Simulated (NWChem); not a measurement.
System meant: SnNH₂Cl, singlet; SMILES [NH2][Sn][Cl]

Input file for NWChem:

```
start job
memory heap 200 mb stack 900 mb global 1100 mb
geometry units angstroms noautoz
  Sn    -0.383197    -0.483207     0.000000
  Cl     0.239814     1.866483     0.000000
  N      1.569464    -1.101396     0.000000
  H      1.886804    -2.075875     0.000000
  H      2.357491    -0.444273     0.000000
end
basis spherical
  Sn library def2-svp
  Cl library def2-svp
  N library def2-svp
  H library def2-svp
end
ecp
  Sn library def2-ecp
end
dft
  odft
  mult 2
  xc pbe0
  iterations 150
  mulliken
end
task dft energy
```

End of the output:

```
 Summary of "ao basis" -> "" (spherical)
 ------------------------------------------------------------------------------
       Tag                 Description            Shells   Functions and Types
 ---------------- ------------------------------  ------  ---------------------
 Sn                         def2-svp                10       26   4s4p2d
 Cl                         def2-svp                 8       18   4s3p1d
 N                          def2-svp                 6       14   3s2p1d
 H                          def2-svp                 3        5   2s1p

                                 NWChem DFT Module
                                 -----------------

 Summary of "ao basis" -> "ao basis" (spherical)
 ------------------------------------------------------------------------------
       Tag                 Description            Shells   Functions and Types
 ---------------- ------------------------------  ------  ---------------------
 Sn                         def2-svp                10       26   4s4p2d
 Cl                         def2-svp                 8       18   4s3p1d
 N                          def2-svp                 6       14   3s2p1d
 H                          def2-svp                 3        5   2s1p

      Symmetry analysis of basis
      --------------------------

        a'         49
        a"         19

  number of electrons :                   48
  multiplicity        :                    2
 ------------------------------------------------------------------------
  no. of electrons and multiplicity not compatible                  48
 ------------------------------------------------------------------------
 ------------------------------------------------------------------------
  current input line :
    26: task dft energy
 ------------------------------------------------------------------------
 ------------------------------------------------------------------------
 There is an error in the input file
 ------------------------------------------------------------------------
 For more information see the NWChem manual at https://nwchemgit.github.io

0: no. of electrons and multiplicity not compatible:Received an Error in Communication
```

Can this run be used? If not, why, and what is the fix?

The program refused the input. Cause: the multiplicity doesn't fit the number of electrons (an even count wants an odd multiplicity, and the reverse). This input runs:
```
start job
memory heap 200 mb stack 900 mb global 1100 mb
geometry units angstroms noautoz
  Sn    -0.383197    -0.483207     0.000000
  Cl     0.239814     1.866483     0.000000
  N      1.569464    -1.101396     0.000000
  H      1.886804    -2.075875     0.000000
  H      2.357491    -0.444273     0.000000
end
basis spherical
  Sn library def2-svp
  Cl library def2-svp
  N library def2-svp
  H library def2-svp
end
ecp
  Sn library def2-ecp
end
dft
  xc pbe0
  iterations 150
  mulliken
end
task dft energy
```
It converges to -730.12399 Ha (PBE0/def2-SVP with def2 effective core potentials on Sn).
